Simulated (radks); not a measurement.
The numbers below are computed, except where a source is named.
Spin polarisation of the 2p4 shell in O. Start: [He] 2s2 2p(up 2, down 2); electrons of 2p are moved from spin down to spin up, other shells keep equal spins. Code: a radial shooting solver on a logarithmic mesh with Libxc functionals. Model: non-relativistic Kohn-Sham, r2SCAN, spin-polarised, spherical densities, point nucleus; meta-GGA in the generalised Kohn-Sham scheme.

moment (Bohr magnetons)  E - E(0) (eV)  e(2p up) (eV)  e(2p down) (eV)  2s down minus up (eV)  1s down minus up (eV)
0                                0.000         -9.305           -9.305                 0.000                  0.000
0.5                             -0.129         -9.797           -8.762                  1.042                  0.417
1                               -0.518        -10.238           -8.165                  2.090                  0.831
1.5                             -1.167        -10.628           -7.510                  3.153                  1.241
2                               -2.077        -10.962           -6.792                  4.234                  1.644

At moment 2 the spin-polarisation energy is -2.077 eV and the 2p exchange splitting 4.171 eV, that is 2.085 eV per Bohr magneton; E = -I m^2/4 would give I = 2.077 eV.
